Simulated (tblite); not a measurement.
CH₁₁Ge₂NSi.
Numbering: `[SiH3:1][C@@H:2]([GeH3:3])[NH:4][GeH3:5]` (hydrogens: H6, H7, H8 on Si1; H9 on C2; H10, H11, H12 on Ge3; H13 on N4; H14, H15, H16 on Ge5)

Computed with GFN2-xTB (tblite), gas phase: L-BFGS steps from a force-field or distance-geometry start until the largest atomic force falls under 0.01 eV/Å.

Step 17: E = -441.3166 eV
```
atom  x, y, z in Å  |  force x, y, z in eV/Å
Si1    -1.2856   -1.4723    0.1779    0.000  -0.119   0.095
C2     -0.4186   -0.1193   -0.8553   -0.059  -0.058   0.109
Ge3    -1.0169    1.6749   -0.1427   -0.056   0.112   0.043
N4      1.0238   -0.3122   -0.8767   -0.095   0.013  -0.078
Ge5     2.0519   -0.2378    0.6090    0.044   0.020   0.066
H6     -1.0430   -1.2491    1.6085    0.014  -0.014  -0.017
H7     -2.7268   -1.3506   -0.0665    0.026   0.006  -0.058
H8     -0.7750   -2.7949   -0.2011   -0.024   0.084  -0.030
H9     -0.7857   -0.2191   -1.8820    0.000   0.078  -0.023
H10    -1.8116    1.5767    1.1373    0.078   0.001  -0.067
H11     0.1814    2.5415    0.1820   -0.036  -0.081  -0.035
H12    -1.8718    2.5257   -1.0519    0.038  -0.082  -0.047
H13     1.4371    0.1196   -1.6925    0.023   0.051   0.016
H14     3.1350    0.7849    0.4629    0.057   0.060  -0.037
H15     1.1876    0.1117    1.7760    0.053  -0.024   0.049
H16     2.7107   -1.5709    0.8036   -0.063  -0.048   0.013
```

Step 18: E = -441.3199 eV
```
atom  x, y, z in Å  |  force x, y, z in eV/Å
Si1    -1.2879   -1.4783    0.1802    0.038  -0.078   0.053
C2     -0.4225   -0.1211   -0.8482   -0.028  -0.005   0.063
Ge3    -1.0191    1.6787   -0.1444   -0.005   0.060   0.032
N4      1.0204   -0.3053   -0.8734   -0.056  -0.020  -0.062
Ge5     2.0519   -0.2376    0.6076    0.076   0.007   0.127
H6     -1.0490   -1.2598    1.6086    0.027  -0.004   0.041
H7     -2.7243   -1.3570   -0.0707   -0.042   0.014  -0.063
H8     -0.7803   -2.7968   -0.2064    0.000   0.040  -0.036
H9     -0.7855   -0.2209   -1.8758   -0.032   0.070  -0.040
H10    -1.8102    1.5865    1.1324    0.043  -0.002  -0.008
H11     0.1817    2.5422    0.1752   -0.031  -0.080  -0.033
H12    -1.8701    2.5259   -1.0534    0.007  -0.053  -0.083
H13     1.4374    0.1298   -1.6860   -0.024   0.049   0.012
H14     3.1395    0.7793    0.4558    0.053   0.069  -0.037
H15     1.1960    0.1136    1.7822    0.059  -0.026   0.029
H16     2.7143   -1.5703    0.8051   -0.083  -0.040   0.005
```

Step 19: E = -441.3224 eV
```
atom  x, y, z in Å  |  force x, y, z in eV/Å
Si1    -1.2893   -1.4840    0.1828    0.037  -0.013   0.009
C2     -0.4261   -0.1226   -0.8423   -0.003   0.040   0.005
Ge3    -1.0210    1.6825   -0.1452    0.028  -0.011   0.002
N4      1.0174   -0.3010   -0.8716   -0.001  -0.041  -0.007
Ge5     2.0535   -0.2373    0.6085    0.072   0.004   0.104
H6     -1.0530   -1.2678    1.6095    0.035   0.000   0.081
H7     -2.7233   -1.3615   -0.0749   -0.067   0.015  -0.058
H8     -0.7840   -2.7976   -0.2110    0.025  -0.014  -0.044
H9     -0.7857   -0.2208   -1.8719   -0.052   0.061  -0.021
H10    -1.8085    1.5938    1.1288    0.008  -0.001   0.047
H11     0.1812    2.5413    0.1695   -0.010  -0.061  -0.026
H12    -1.8688    2.5253   -1.0560   -0.016  -0.030  -0.106
H13     1.4372    0.1383   -1.6810   -0.064   0.046   0.017
H14     3.1441    0.7766    0.4500    0.041   0.062  -0.032
H15     1.2033    0.1146    1.7872    0.057  -0.022   0.028
H16     2.7154   -1.5709    0.8063   -0.089  -0.037   0.001
```

**Question.** Estimate the geometry and energy of step 20. (The exact step hangs on the optimiser's Hessian estimate; all steps are aligned on step 19, rigid shifts and turns removed.)

**Answer.** E = -441.3248 eV, largest force 0.118 eV/Å
```
atom  x, y, z in Å  |  force x, y, z in eV/Å
Si1    -1.2901   -1.4895    0.1854    0.011   0.054  -0.026
C2     -0.4296   -0.1232   -0.8368    0.021   0.064  -0.046
Ge3    -1.0225    1.6860   -0.1458    0.032  -0.074  -0.030
N4      1.0148   -0.2978   -0.8698    0.049  -0.051   0.054
Ge5     2.0564   -0.2368    0.6112    0.049   0.010   0.035
H6     -1.0560   -1.2754    1.6120    0.037   0.000   0.094
H7     -2.7234   -1.3654   -0.0800   -0.058   0.013  -0.044
H8     -0.7871   -2.7988   -0.2163    0.045  -0.055  -0.047
H9     -0.7871   -0.2195   -1.8685   -0.059   0.050   0.011
H10    -1.8067    1.6007    1.1263   -0.020   0.003   0.087
H11     0.1807    2.5393    0.1637    0.021  -0.032  -0.016
H12    -1.8677    2.5240   -1.0606   -0.027  -0.018  -0.113
H13     1.4357    0.1474   -1.6760   -0.091   0.042   0.027
H14     3.1491    0.7752    0.4438    0.025   0.047  -0.022
H15     1.2112    0.1151    1.7927    0.050  -0.013   0.037
H16     2.7148   -1.5722    0.8075   -0.086  -0.038   0.000
```

The energy changes by -0.0025 eV. The first-order estimate −F·Δx gives -0.0032 eV and the mean of the old and new forces, exact on a quadratic surface, -0.0024 eV. The step makes an angle of 66° with the force vector and moves no atom by more than 0.010 Å.

The cost below is that of the whole relaxation. Hardware: one thread, Arm Neoverse V2 (aarch64), shared host with 64 logical CPUs at a one-minute load of 33. Cost: 0.93 s wall.
